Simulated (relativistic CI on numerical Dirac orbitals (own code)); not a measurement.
**Mn²⁺ in a cubic cluster: 2p photoemission with charge transfer**

Computed with a charge-transfer multiplet model of a cubic metal-ligand cluster with up to one ligand hole, Slater and spin-orbit integrals from Dirac-Coulomb-Breit ions, Slater integrals scaled by 0.8. The ground state mixes d5 with configurations of k ligand holes L, whose averages lie at kΔ + k(k − 1)U_dd/2; a core hole lowers each added d electron by U_cd. 300 K, Lorentzian 0.6 eV and Gaussian 0.8 eV FWHM.

Atomic integrals in eV (Slater integrals scaled, ζ unscaled), ground: F2dd 8.204, F4dd 5.095, zeta_d 0.037; with the core hole: F2dd 9.718, F4dd 6.082, zeta_d 0.060, zeta_core 6.788, F2cd 5.619, G1cd 4.209, G3cd 2.391.

Cluster parameters (eV): U_dd = 7, U_cd = 8.9, 10Dq = 1.3, 10Dq(ligand) = 1.2, V(eg) = 3.05, V(t2g) = -1.36, final-state hopping factor = 1.

```tsv
Case	n_d	d5	d6L	S
Δ = 3.5 eV	5.25	0.75	0.25	2.50
Δ = 5.5 eV	5.19	0.81	0.19	2.50
Δ = 6.5 eV	5.17	0.83	0.17	2.50
```

Weights, n_d and S are thermal averages at 300 K. Binding energies count from the first peak over 30 % of the highest in each spectrum, which can be another peak from case to case. The parameters are a model scan and need not match a compound or its usual spin state. Peaks in eV (height, largest 100):
- Δ = 3.5 eV: 0.0 (100), 5.0 (14), 6.6 (11), 11.7 (58), 12.6 (54), 22.1 (9), 23.2 (10)
- Δ = 5.5 eV: 0.0 (100), 5.5 (12), 7.1 (10), 11.7 (54), 21.7 (8), 22.8 (9)
- Δ = 6.5 eV: 0.0 (100), 4.0 (17), 7.4 (10), 11.8 (53), 21.7 (7), 22.7 (8)

For the case Δ = 3.5 eV, Δ = 3.5 eV is smaller than U_dd = 7 eV, the charge-transfer side of the Zaanen-Sawatzky-Allen scheme. With the core hole the configuration with one ligand hole lies at Δ − U_cd = -5.4, -3.4, -2.4 eV from the one without, in the order of the table; where this is negative the screened configuration lies lower, though the effective hopping of about 4.7 eV (from the holes of the mixed ground state) mixes the two strongly wherever it is as large as the gap.

With at most 1 ligand hole the space is cut while the next configuration still counts, so covalency is underestimated, and a final configuration with one more ligand hole, which can lie low, is missing from the spectra.
